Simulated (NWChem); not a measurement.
GaNH2BrF; SMILES [NH2][Ga]([F])[Br]

```xyz
6

Ga     0.0161     0.7555    -0.0201
F      1.5755     1.5354     0.0821
Br    -0.0265    -1.5092    -0.0112
N     -1.4412     1.7852    -0.1261
H     -2.3814     1.4175    -0.1872
H     -1.4021     2.7964    -0.1280
```
Atoms are numbered in this order, from 1.

All runs use the structure optimised with PBE0/def2-SVP.

Spin-orbit effects, on the heavy nuclei and on their neighbours, are missing.

**Question.** Give the principal values of the shielding tensors (ppm) of Ga1, F2, Br3, N4 from PBE/pcSseg-1, GIAO (NWChem), with their diamagnetic and paramagnetic parts as GIAO splits them.

**Answer.** 
```tsv
atom	σ11	σ22	σ33	isotropic	diamagnetic	paramagnetic
Ga1	1101.1	1351.7	1614.9	1355.9	2641.7	-1285.8
F2	192.9	317.3	387.5	299.2	476.1	-176.8
Br3	2413.0	2543.7	2975.4	2644.0	3124.9	-480.8
N4	183.0	207.4	274.7	221.7	318.5	-96.8
```
